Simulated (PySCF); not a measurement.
## Electron correlation in Ge (germanium, neutral)

[Ar] 3d10 4s2 4p2, high-spin 3P determinant. All numbers are calculated (PySCF 2.14, scalar relativity by spin-free X2C-1e, in ANO-RCC-VTZP). Frozen: [Ar] 3d10; 4 electrons correlated.

```json
{"level": "CCSD", "correlation energy (mhartree)": "-58.27"}
{"level": "(T)", "correlation energy (mhartree)": "-0.87"}
{"level": "CCSD(T)", "correlation energy (mhartree)": "-59.14"}
{"level": "CCSDT", "correlation energy (mhartree)": "-59.41"}
```

Diagnostics: T1 = 0.0082, D1 = 0.0223, largest double amplitude 0.091.

Cost of the coupled-cluster step: of the order of 0.7 core-seconds, for 4 correlated electrons.
